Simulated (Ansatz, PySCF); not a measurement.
Reaction (SMILES): [BeH2] (BeH2) → [BeH2] (BeH2) as doublet, charge +1 + e-
Structures are relaxed separately at B3LYP-D3(BJ)/def2-TZVP in Ansatz (a first-principles code). A spin state is the lowest found, not a proven ground state.

Quantity: adiabatic ionisation energy (0 K, with B3LYP-D3(BJ) harmonic zero-point energies from PySCF), in eV. Correlated levels leave the core frozen unless marked. UHF or UKS for open shells. Spin-orbit coupling is left out. No relativistic terms. CBS(X,Y): correlation extrapolated as X^-3; Hartree-Fock from the larger set.

| level | program | adiabatic ionisation energy (eV) |
|---|---|---|
| HF/def2-QZVPP | Ansatz | 10.80 |
| r2SCAN/def2-TZVPD | Ansatz | 11.14 |
| B3LYP-D3(BJ)/def2-TZVPD | Ansatz + dftd3 | 11.45 |
| PBE0-D3(BJ)/def2-TZVP | Ansatz + dftd3 | 11.26 |

Q: What does CCSD(T)/CBS(def2-TZVPPD,def2-QZVPPD) (Ansatz) give?

A: 11.56 eV, so PBE0-D3(BJ)/def2-TZVP differs from it by -0.30 eV.
